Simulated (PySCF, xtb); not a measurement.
C2H2F, SMILES [CH]=CF, multiplicity 2.

Harmonic wavenumbers (cm⁻¹) from GFN2-xTB (xtb) at its own minimum, in rising order: 381, 583, 682, 885, 909, 1205, 1700, 3024, 3253.

Question: What does B3LYP-D3(BJ)/def2-TZVP in PySCF 2.14.0 give at its own minimum? (The exact figures need the calculation; the answer reports its results.)

Answer: 430, 658, 781, 881, 1027, 1304, 1668, 3187, 3313. Paired by order, the mean absolute difference is 78 cm⁻¹ and the zero-point energies are 18.0 and 18.9 kcal/mol.
